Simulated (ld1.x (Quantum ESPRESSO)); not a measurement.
Reading a pseudo-wave (manganese (Mn))

Columns: radius, all-electron u(r) and pseudo u(r) of the 4p shell (level -2.24 eV) of manganese in the configuration [Ar] 3d5 4s1 4p1; LDA (PZ), scalar-relativistic, TM semilocal scheme, ld1.x (Quantum ESPRESSO) 7.5.

| r (bohr) | all-electron | pseudo |
| --- | --- | --- |
| 0.123 | 0.1122 | 0.0017 |
| 0.245 | 0.0608 | 0.0067 |
| 0.368 | -0.0634 | 0.0151 |
| 0.490 | -0.1564 | 0.0266 |
| 0.613 | -0.1954 | 0.0414 |
| 0.735 | -0.1880 | 0.0591 |
| 0.858 | -0.1493 | 0.0799 |
| 0.980 | -0.0934 | 0.1033 |
| 1.103 | -0.0289 | 0.1294 |
| 1.225 | 0.0372 | 0.1577 |
| 1.348 | 0.1021 | 0.1885 |
| 1.470 | 0.1626 | 0.2207 |
| 1.593 | 0.2186 | 0.2546 |
| 1.715 | 0.2687 | 0.2889 |
| 1.838 | 0.3135 | 0.3234 |
| 1.960 | 0.3525 | 0.3565 |
| 2.083 | 0.3865 | 0.3877 |
| 2.205 | 0.4154 | 0.4156 |
| 2.328 | 0.4399 | 0.4399 |
| 2.450 | 0.4601 | 0.4601 |
| 2.573 | 0.4765 | 0.4765 |
| 2.695 | 0.4894 | 0.4894 |
| 2.818 | 0.4992 | 0.4992 |
| 2.940 | 0.5061 | 0.5061 |
| 3.063 | 0.5106 | 0.5106 |
| 3.185 | 0.5127 | 0.5127 |

(1) How many radial nodes do the two functions have?

(2) At about which radius was the pseudo-wave matched?

(3) Is the pseudo-wave norm-conserving?

## Answers

(1) The all-electron 4p function has n − l − 1 = 2; the pseudo-wave has 0, since the states of the same l below it are removed with the core.

(2) 2.45 bohr. The columns agree to 0.0005 from 2.21 bohr on; several derivatives are matched, so the curves merge somewhat inside the radius.

(3) Yes: the TM semilocal scheme keeps the norm inside the radius equal to the all-electron one, which fixes the energy derivative of the logarithmic derivative at the level.
